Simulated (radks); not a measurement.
The numbers below are computed, except where a source is named.
Mo2+, configuration [Kr] 4d4.

Level of theory: scalar-relativistic Kohn-Sham, BLYP, spin-unpolarised, spherical densities, point nucleus (a radial shooting solver on a logarithmic mesh with Libxc functionals).

Energy parts (hartree):
total: -4048.33129
kinetic: 4174.42183
electron-nucleus: -9728.93518
Hartree: 1629.67522
exchange-correlation: -123.49316

Orbitals (lengths in bohr, moments of r in powers of bohr; <r^-3> diverges for s and p1/2; r(max) is where P^2 peaks):
orbital,occ.,eigenvalue (hartree),<r^2>,r(max),<1/r>,<r^-3>
1s,2,-729.2949,0.001669,0.02287,43.55,-
2s,2,-103.5891,0.02785,0.1296,9.805,-
2p,6,-92.69015,0.02192,0.1035,9.534,2553
3s,2,-18.18737,0.2109,0.3836,3.365,-
3p,6,-14.61692,0.2159,0.3771,3.201,424.7
3d,10,-8.80483,0.2075,0.3224,2.968,56.39
4s,2,-3.03812,1.378,0.9871,1.237,-
4p,6,-2.08114,1.724,1.068,1.096,61.56
4d,4,-0.76265,3.607,1.347,0.7657,4.336

The highest occupied level is 4d at -20.753 eV. The density falls to 0.001 e/bohr^3 at r = 3.63 bohr.
